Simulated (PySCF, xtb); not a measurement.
Si(Cl)(F)(SeH)2 (ClFH2Se2Si), SMILES F[Si](Cl)([SeH])[SeH]. One conformer was computed; it need not be the lowest.

Harmonic wavenumbers (cm⁻¹) from xtb with GFN2-xTB at its own minimum, in rising order: 76, 94, 115, 132, 141, 169, 175, 276, 415, 524, 621, 629, 813, 2064, 2069.

Question: What does ωB97X-D3(BJ)/def2-SVP in PySCF give at its own minimum? (The exact figures need the calculation; the answer reports its results.)

Answer: 92, 121, 166, 178, 207, 217, 259, 346, 530, 598, 691, 710, 922, 2498, 2503. Paired by order, the mean absolute difference is 115 cm⁻¹ and the zero-point energies are 11.9 and 14.4 kcal/mol.
